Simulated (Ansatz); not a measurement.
Isolated molecules relaxed with PBE0-D4/def2-TZVP in Ansatz; ΔE leaves out vibrations. CBS: MP2 limit from def2 TZ/QZ plus the TZ coupled-cluster correction, frozen cores. DFT in def2-TZVPP. Elements past krypton have def2 core potentials. For Ge, Te outer-core shells are correlated without core-valence functions, which leaves a few kJ/mol of doubt a bond. Scalar relativity is left out up to krypton. Each species was taken in one conformer, which may not be the lowest.

`OB(O)[O][GeH3]` + `C[SiH2][TeH]` → `C[SiH2][Te]B(O)O` + `[OH][GeH3]`  (ligand exchange at a B–O bond)

| level | ΔE (eV) |
| --- | --- |
| ωB97X-V | 1.01 |
| CCSD/def2-TZVPP | 1.06 |

Task: What does CCSD(T)/CBS give? (An estimate is asked.)

Result: The calculation gave: +0.95 eV. The listed levels differ from it by 0.06, 0.11 eV.

Largest T1 diagnostic among the species: 0.012.

In def2-TZVPP, CCSD(T) changes the Hartree–Fock value by −0.26 eV (the triples alone add −0.05 eV) and MP2 by −0.37 eV. The D4 term adds −0.05 eV with B3LYP and −0.03 eV with PBE0; it sums over pairs of atoms, weighted by their polarisabilities, and B3LYP, whose exchange is more repulsive, gets the larger term.

B3LYP here is the variant with VWN-RPA as its local correlation; programs differ in this.
